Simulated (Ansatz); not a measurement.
Born–Oppenheimer molecular dynamics of CH₅BClN (9 atoms, charge 0, multiplicity 1). It starts from a relaxed structure.

These are results of Ansatz, RKS CAM-B3LYP/STO-3G, not measurements.

```json
{"ensemble": "NVE (velocity Verlet)", "time step": "0.5 fs", "steps asked": "500", "starting velocities drawn for": "300 K", "seed": "222529"}
```

First frame:

```xyz
9
Properties=species:S:1:pos:R:3
N -1.061 0.847 0.080
C 0.132 0.048 0.545
B 0.588 -1.090 -0.437
Cl 0.072 -1.089 -2.132
H -0.821 1.189 -0.888
H -1.064 1.728 0.659
H 1.036 0.668 0.739
H -0.116 -0.407 1.521
H 1.322 -1.940 -0.103
```

Problem. How far do the bonds stretch over the last three quarters of this one trajectory? (Pairs bonded in most of those frames.)

Solution. 
```json
{"bond": "N1–C2", "mean (Å)": "1.513", "spread (Å)": "0.022", "shortest": "1.47", "longest": "1.56"}
{"bond": "N1–H5", "mean (Å)": "1.057", "spread (Å)": "0.026", "shortest": "1.01", "longest": "1.11"}
{"bond": "N1–H6", "mean (Å)": "1.057", "spread (Å)": "0.027", "shortest": "1.01", "longest": "1.11"}
{"bond": "C2–B3", "mean (Å)": "1.572", "spread (Å)": "0.020", "shortest": "1.53", "longest": "1.62"}
{"bond": "C2–H7", "mean (Å)": "1.114", "spread (Å)": "0.007", "shortest": "1.10", "longest": "1.13"}
{"bond": "C2–H8", "mean (Å)": "1.106", "spread (Å)": "0.005", "shortest": "1.10", "longest": "1.12"}
{"bond": "B3–Cl4", "mean (Å)": "1.774", "spread (Å)": "0.019", "shortest": "1.74", "longest": "1.81"}
{"bond": "B3–H9", "mean (Å)": "1.173", "spread (Å)": "0.003", "shortest": "1.17", "longest": "1.18"}
```

Mean temperature of the second half: 148 K. The conserved energy stayed within 0.28 meV per atom of its start (net change 0.17 meV per atom), so the integration is sound. Over the second half the temperature averaged 0.49 of the 300 K drawn at the start: a run that starts near a minimum puts about half its kinetic energy into the potential. A run of 0.25 ps of so small a system gives no equilibrium averages. Limits of this set-up: minimal basis.

Run time: 9.7 min on 1 thread of Arm Neoverse V1, with other jobs on the host, peak memory 0.078 GiB.
